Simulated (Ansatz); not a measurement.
Two members of one family (Oligo(3-methylthiophene), silylethynyl ends), computed with Ansatz in the gas phase. Binding counts from free atoms in the multiplicity of their measured ground term, without zero-point energy. Sets without diffuse functions give affinities that are too small. A dash marks a value that wasn't run or was left out as unsound. The structures are stationary points that may keep the symmetry of their start. Remarks come from the PBE and PBE0 runs and from stability tests at other levels; not every state was tested. A HOMO above zero means that the electron is unbound at that level and held by the basis, or that self-interaction error raises the level; the energy of removing that electron tells which.

First: Cc1cc(-c2sc(-c3sc(C#C[Si](C)(C)C)cc3C)cc2C)sc1C#C[Si](C)(C)C (singlet, charge 0, r2SCAN-D4/def2-SVP geometry).

Cartesian coordinates in Å:
```
C 1.824 -3.098 3.552
C 1.725 -2.931 2.067
C 1.019 -1.891 1.423
C 1.063 -1.933 0.031
C 0.468 -1.000 -0.889
S -0.161 0.504 -0.259
C -0.700 1.031 -1.832
C -1.373 2.295 -1.989
S -2.192 3.017 -0.630
C -2.661 4.413 -1.568
C -3.398 5.456 -0.986
C -4.046 6.367 -0.470
Si -5.016 7.732 0.295
C -3.921 9.253 0.434
C -6.498 8.097 -0.803
C -5.578 7.171 1.998
C -2.203 4.289 -2.874
C -1.473 3.103 -3.129
C -0.860 2.788 -4.460
C -0.370 0.075 -2.788
C 0.288 -1.069 -2.276
C 0.712 -2.216 -3.141
S 2.006 -3.306 -0.496
C 2.329 -3.798 1.151
C 3.102 -4.939 1.412
C 3.793 -5.933 1.639
Si 4.824 -7.417 1.989
C 4.259 -8.816 0.869
C 6.625 -7.003 1.652
C 4.585 -7.883 3.793
H 0.827 -3.067 4.019
H 2.420 -2.287 4.001
H 2.301 -4.054 3.810
H 0.470 -1.116 1.965
H -4.477 10.093 0.884
H -3.040 9.051 1.063
H -3.561 9.577 -0.556
H -7.145 7.210 -0.905
H -6.180 8.400 -1.813
H -7.106 8.914 -0.378
H -6.206 6.268 1.933
H -4.717 6.938 2.643
H -6.169 7.961 2.491
H -2.385 5.060 -3.623
H -0.775 3.700 -5.069
H -1.467 2.067 -5.032
H 0.145 2.354 -4.346
H -0.639 0.173 -3.839
H 0.358 -3.182 -2.746
H 1.810 -2.287 -3.221
H 0.312 -2.097 -4.158
H 4.861 -9.723 1.046
H 4.363 -8.542 -0.194
H 3.202 -9.068 1.049
H 6.968 -6.174 2.292
H 6.774 -6.701 0.603
H 7.271 -7.875 1.850
H 5.189 -8.771 4.048
H 4.893 -7.063 4.461
H 3.530 -8.118 4.009
```

```csv
level,HOMO (eV),LUMO (eV),gap (eV),vertical IE (eV),vertical EA (eV),vertical triplet (eV),binding per atom (eV)
PBE-D4/def2-SVP,-4.57,-2.62,1.95,6.16,1.12,1.78,4.82
r2SCAN-D4/def2-SVP,-4.75,-2.67,2.08,–,–,–,4.70
PBE0-D4/def2-SVP,-5.38,-2.10,3.28,6.45,1.10,1.96,4.74
```

Remarks: HOMO above zero (-1 doublet).

Second: Cc1cc(-c2sc(-c3sc(-c4sc(C#C[Si](C)(C)C)cc4C)cc3C)cc2C)sc1C#C[Si](C)(C)C (singlet, charge 0, r2SCAN-D4/def2-SVP geometry).

```xyz
70

C     5.763   -5.324    1.427
C     4.748   -4.312    0.998
C     4.978   -2.918    0.926
C     3.882   -2.178    0.485
C     3.765   -0.753    0.300
S     2.199    0.016    0.385
C     2.866    1.589    0.036
C     2.016    2.746   -0.059
S     0.321    2.558   -0.437
C     0.027    4.274   -0.327
C    -1.298    4.809   -0.521
S    -2.694    3.808   -0.223
C    -3.791    5.090   -0.673
C    -5.180    4.894   -0.643
C    -6.397    4.712   -0.599
Si   -8.216    4.422   -0.534
C    -9.085    6.053   -0.882
C    -8.668    3.144   -1.838
C    -8.657    3.792    1.181
C    -3.078    6.233   -1.021
C    -1.673    6.092   -0.943
C    -0.717    7.188   -1.309
C     1.213    4.940   -0.039
C     2.340    4.096    0.117
C     3.700    4.612    0.479
C     4.248    1.495   -0.106
C     4.769    0.186    0.040
C     6.223   -0.136   -0.123
S     2.539   -3.233    0.140
C     3.447   -4.650    0.608
C     2.877   -5.929    0.557
C     2.390   -7.060    0.509
Si    1.658   -8.750    0.439
C     2.691   -9.881    1.530
C    -0.112   -8.662    1.065
C     1.692   -9.353   -1.342
H     6.540   -4.865    2.056
H     6.264   -5.777    0.553
H     5.292   -6.146    1.988
H     5.916   -2.456    1.235
H   -10.181    5.926   -0.849
H    -8.818    6.443   -1.877
H    -8.810    6.816   -0.136
H    -9.753    2.941   -1.824
H    -8.400    3.495   -2.847
H    -8.141    2.194   -1.660
H    -8.383    4.526    1.955
H    -8.128    2.852    1.406
H    -9.741    3.600    1.260
H    -3.578    7.150   -1.339
H    -1.217    7.942   -1.934
H     0.150    6.797   -1.863
H    -0.328    7.708   -0.416
H     1.264    6.018    0.115
H     4.190    3.968    1.226
H     3.629    5.628    0.893
H     4.368    4.662   -0.398
H     4.875    2.348   -0.367
H     6.736    0.668   -0.675
H     6.369   -1.080   -0.671
H     6.732   -0.240    0.850
H     2.693   -9.532    2.576
H     3.737   -9.919    1.186
H     2.293  -10.910    1.516
H    -0.716   -7.975    0.449
H    -0.149   -8.300    2.105
H    -0.588   -9.657    1.031
H     2.724   -9.393   -1.727
H     1.114   -8.682   -1.998
H     1.259  -10.364   -1.422
```

**Question.** Estimate how these quantities change from the first to the second (second minus first).

**Answer.** 
| level | Δ HOMO (eV) | Δ LUMO (eV) | Δ gap (eV) | Δ vertical IE (eV) | Δ vertical EA (eV) | Δ vertical triplet (eV) | Δ binding per atom (eV) |
| --- | --- | --- | --- | --- | --- | --- | --- |
| PBE-D4/def2-SVP | 0.10 | -0.02 | -0.12 | -0.24 | 0.17 | -0.09 | 0.06 |
| r2SCAN-D4/def2-SVP | 0.11 | -0.02 | -0.13 | – | – | – | 0.05 |
| PBE0-D4/def2-SVP | 0.12 | -0.03 | -0.15 | -0.20 | 0.12 | -0.02 | 0.06 |

Remarks: HOMO above zero (-1 doublet).
